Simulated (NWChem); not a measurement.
Species: pentafluoroethane (C2HF5); SMILES FC(C(F)F)(F)F

```xyz
8

F      0.0541    -1.4530    -1.0920
C     -0.4373    -0.8550     0.0000
F      0.0541    -1.4530     1.0920
C     -0.0004     0.6113     0.0000
F      1.3188     0.7197     0.0000
F     -0.4823     1.2192     1.0791
F     -0.4823     1.2192    -1.0791
H     -1.5392    -0.9234     0.0000
```
Atoms are numbered in this order, from 1.

Results from NWChem. Pople sets run with spherical d functions. Geometry: optimised at PBE0/def2-SVP. Level: PBE/6-31G* with SMD (1 M gas to 1 M solution), gas-phase geometry.

For solvent dimethyl sulfoxide:

```yaml
dipole in solution (D): 1.51
```

**Question.** Estimate the same quantities for solvent 1,4-dioxane.

**Answer.** The dipole in solution (D) comes out as 1.33.
